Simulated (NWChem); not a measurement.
Molecule: SiPH5O2; SMILES O[SiH](O)P

All runs: NWChem. Pople sets run with spherical d functions. Each level has its own optimisation; frequencies are unscaled. One conformer.

```json
[
 {"level": "Hartree-Fock/3-21G", "r P–Si (Å)": "2.309", "r H–Si (Å)": "1.470", "r H–O (Å)": "0.960", "r H–P (Å)": "1.416", "highest harmonic frequency (cm⁻¹)": "3984", "lowest (cm⁻¹)": "126", "zero-point energy (kcal/mol)": "36.4", "dipole (D)": "1.88"},
 {"level": "Hartree-Fock/6-31G*", "r P–Si (Å)": "2.246", "r H–Si (Å)": "1.477", "r H–O (Å)": "0.947", "r H–P (Å)": "1.405", "highest harmonic frequency (cm⁻¹)": "4132", "lowest (cm⁻¹)": "85", "zero-point energy (kcal/mol)": "36.8", "dipole (D)": "3.25"},
 {"level": "B3LYP/6-31G*", "r P–Si (Å)": "2.256", "r H–Si (Å)": "1.495", "r H–O (Å)": "0.967", "r H–P (Å)": "1.426", "highest harmonic frequency (cm⁻¹)": "3810", "lowest (cm⁻¹)": "95", "zero-point energy (kcal/mol)": "34.2", "dipole (D)": "3.27"}
]
```
